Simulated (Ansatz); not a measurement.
Total energies of `C#[C][SnH2][Cl]`.

Cartesian coordinates in Å:
```
C 1.5891 1.1676 0.8814
C 0.6672 0.5625 0.3938
Sn -0.9308 -0.4544 -0.4420
Cl -0.1770 -2.6073 -0.8988
H 2.4083 1.6974 1.3122
H -2.1925 -0.6047 0.6814
H -1.3642 0.2390 -1.9279
```

Total charge 0; spin multiplicity 1. Correlated methods include outer-core shells of Sn, which these sets cover unevenly. Sn takes the def2 core potential. Geometry: relaxed with PBE0-D4/def2-TZVP. Basis def2-TZVPP, the Gaussian-basis code of Ansatz.

RPA on PBE orbitals: Hartree–Fock energy of these orbitals -750.29648 Eh, correlation -1.26111 Eh (frozen core).

```
             functional  energy without D4 (Eh)  D4 term (kJ/mol)
            LDA (SPW92)              -749.95322                 –
                    PBE              -752.21707             -15.7
                 revPBE              -752.45585             -39.5
                   BLYP              -752.42894             -33.3
                 r2SCAN              -752.51851              -3.7
                 B97M-V              -752.40725                 –
                   PBE0              -752.27115             -13.5
                  B3LYP              -752.60962             -25.6
                r2SCANh              -752.50142              -4.0
                r2SCAN0              -752.47685              -4.5
HSE06 (plane-wave form)              -752.25710             -12.8
                  BHLYP              -752.39960             -22.7
                ωB97X-V              -752.40861                 –
                ωB97M-V              -752.41503                 –
```

(1) Give the same for CAM-B3LYP, LC-ωPBE, B2PLYP, PBE-QIDH. (Best estimate.)

B3LYP takes the VWN-RPA correlation (the form of Gaussian; ORCA's B3LYP/G). HSE06 is the plane-wave form, built on full-range PBE exchange. The double hybrids freeze the cores in their second-order part.

Answers

(1) The calculation gave: 
```
functional  energy without D4 (Eh)  D4 term (kJ/mol)
 CAM-B3LYP              -752.47047             -14.0
   LC-ωPBE              -752.36477                 –
    B2PLYP              -752.11256                 –
  PBE-QIDH              -751.98169                 –
```

LC-ωPBE has ω = 0.4 bohr⁻¹.
